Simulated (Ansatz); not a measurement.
Ansatz (a quantum-chemistry and plane-wave program) input (B3LYP-D3(BJ)/def2-TZVP):

Ansatz 0.2 input:
```yaml
crystal:
  periodic: [false, false, false]
  atoms:
    - {symbol: Si, position_ang: [-0.98014971, -0.17817017, -0.19266749]}
    - {symbol: Cl, position_ang: [-0.83460246, -1.51154209, -1.64205893]}
    - {symbol: Cl, position_ang: [-1.51778292, -0.84565536, 1.58634920]}
    - {symbol: Cl, position_ang: [-1.60249705, 1.62745929, -0.69568107]}
    - {symbol: N, position_ang: [0.95934612, 0.19618986, 0.14117396]}
    - {symbol: H, position_ang: [1.46154066, -0.65207175, 0.41271394]}
    - {symbol: H, position_ang: [1.41677691, 0.57019700, -0.69322458]}
    - {symbol: H, position_ang: [1.08301451, 0.87967644, 0.89152738]}
basis:
  gaussian:
    orbitals: def2-TZVP
hamiltonian:
  xc: b3lyp
  dispersion: d3bj
total_charge: 1
relax: {f_tol: 0.002, max_steps: 150}
```

End of the output:

```
mean field: 1.31 GiB planned
mean field evaluation 64: about -46986.1794 eV, gradient 1.1e-2 eV
mean field -46986.17936411 eV, -1726.7102432549 hartree, gradient 3.3e-5 eV, S^2 0.000000; 1 other end points of the search recorded, 0 dependent functions left out
the calculation of the forces begins
reference -46986.17963479 eV, -1726.7102532021 hartree; 37, 37 occupied and 160, 160 virtual orbitals, 1337 factors
Total energy: -46986.70223469 eV, -1726.7294583942 hartree
Atom 0 at    -0.886594    -0.159950    -0.176248 Å, force     0.000528     0.000117     0.000123 eV/Å
Atom 1 at    -0.843535    -1.512018    -1.646249 Å, force     0.000063    -0.000069    -0.000279 eV/Å
Atom 2 at    -1.527296    -0.850357     1.585483 Å, force     0.000012    -0.000182     0.000121 eV/Å
Atom 3 at    -1.612747     1.627132    -0.695757 Å, force    -0.000067     0.000233     0.000099 eV/Å
Atom 4 at     0.942733     0.192986     0.138542 Å, force    -0.000010     0.000033     0.000100 eV/Å
Atom 5 at     1.444745    -0.655758     0.414865 Å, force    -0.000364     0.000850     0.000026 eV/Å
Atom 6 at     1.401359     0.562793    -0.699099 Å, force    -0.000233    -0.000599     0.000685 eV/Å
Atom 7 at     1.066982     0.881256     0.886596 Å, force     0.000070    -0.000383    -0.000873 eV/Å
Dipole moment:     1.311920     0.253117     0.225759 e Å
```

It need not be the lowest isomer of its formula.
